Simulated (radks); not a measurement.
The nitrogen anion N3-, [Ne], held by a Watson sphere: a shell of charge +3 at radius R that stands for the Madelung well of a crystal (potential energy -3/R inside, -3/r outside, in hartree with lengths in bohr). Method: non-relativistic Kohn-Sham, LDA (Slater exchange, Perdew-Wang correlation), spin-polarised, spherical densities, point nucleus; computed with a radial shooting solver on a logarithmic mesh with Libxc functionals. Response by self-consistent Sternheimer equations with the Hartree and adiabatic LDA kernel. The sphere does not respond.

| R (bohr) | e(1s) (eV) | e(2s) (eV) | e(2p) (eV) | <r> 2p (bohr) | sum of <r^2> (bohr^2) | X-ray form factor at sin(theta)/lambda = 0.3 1/angstrom | alpha (bohr^3) |
|---|---|---|---|---|---|---|---|
| 1.99 | -374.24 | -18.406 | -7.649 | 1.747 | 28.95 | 3.286 | 20.39 |
| 2.08 | -374.40 | -17.973 | -7.341 | 1.784 | 30.15 | 3.249 | 22.62 |
| 2.34 | -374.76 | -16.862 | -6.525 | 1.891 | 33.72 | 3.180 | 30.43 |
| 3.29 | -375.14 | -14.281 | -4.396 | 2.270 | 48.44 | 3.142 | 84.45 |
| 3.56 | -375.13 | -13.859 | -3.988 | 2.377 | 53.23 | 3.149 | 110.2 |
